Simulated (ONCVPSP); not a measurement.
**PBE ONCV dataset for Mo (Z = 42), fully relativistic all-electron reference.**

ONCVPSP 4.0.1 input, shortened (lines: element, Z, core and valence counts, functional; n l f; lmax; l rc ep ncon nbas qcut; lloc lpopt rc5 dvloc0; l nproj debl; icmod fcfact rcfact), PBE, fully relativistic:

```
  Mo 42.00    6    4        4      upf
    1    0    2.00
    2    0    2.00
    2    1    6.00
    3    0    2.00
    3    1    6.00
    3    2   10.00
    4    0    2.00
    4    1    6.00
    4    2    5.00
    5    0    0.75
    2
    0    2.10    0.00    3    7    6.10
    1    1.15    0.00    4    8    5.80
    2    2.15    0.00    4    9    8.10
    4    4    0.70    0.00
    0    3    3.20
    1    2    2.10
    2    3    0.80
    2    0.50    1.20
```

Open shells are filled in proportion to 2j + 1.

All-electron outer shells of the reference configuration (PBE, scalar-relativistic, ld1.x):

| shell | level (eV) | outermost node (bohr) | outermost maximum (bohr) |
| --- | --- | --- | --- |
| 3d | -222.52 | – | 0.32 |
| 4s | -65.91 | 0.51 | 0.99 |
| 4p | -40.06 | 0.52 | 1.08 |
| 5s | -5.45 | 1.34 | 2.89 |
| 4d | -5.31 | 0.53 | 1.38 |

Results:

```
Cutoffs needed             : 126 Ha and 155 Ha (the cutoffs (Ha) at which the residual kinetic energy of the hardest occupied pseudo-wave falls to 1 and 0.1 mHa per electron)
Ghost test                 : no bound ghost flagged; GHOST(+) flagged for s at 87.8 eV, p3/2 at 271.5 eV
Largest excitation error   : +40 meV (all-electron minus pseudo) for 4s2 4p6 4d2 5s0, out of 4 test configurations
rms error of d²Exc/dni dnj : 7.48 mHa without and 3.81 mHa with the model core
```

Generation and tests took about 5.9 s on one core of a shared server CPU.
